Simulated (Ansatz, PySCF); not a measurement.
Isomers of C3H10Si. Gas-phase values, no solvent. One relaxed conformer stands for each flexible species; it need not be the lowest. Strings in code marks are SMILES.

Quantity: electronic energy of isomers of C3H10Si relative to `C[SiH](C)C`, in kcal/mol.

Level 1: frozen-core CCSD(T)/cc-pVTZ // PBE0-D3(BJ)/def2-TZVP (Ansatz, an electronic-structure program)
Level 2: TPSSh-D3(BJ)/def2-TZVP // PBE0-D3(BJ)/def2-TZVP (PySCF)
Level 3: frozen-core MP2/cc-pVTZ // PBE0-D3(BJ)/def2-TZVP (Ansatz)
Level 4: frozen-core MP2/6-31G* // PBE0-D3(BJ)/def2-TZVP (PySCF)

```tsv
species	level 1	level 2	level 3	level 4
`CCC[SiH3]` (C–C–C–Si torsion 180°)	21.5	20.5	22.6	18.8
`CC[SiH2]C` (C–C–Si–C torsion 180°)	12.5	11.7	13.1	11.1
```
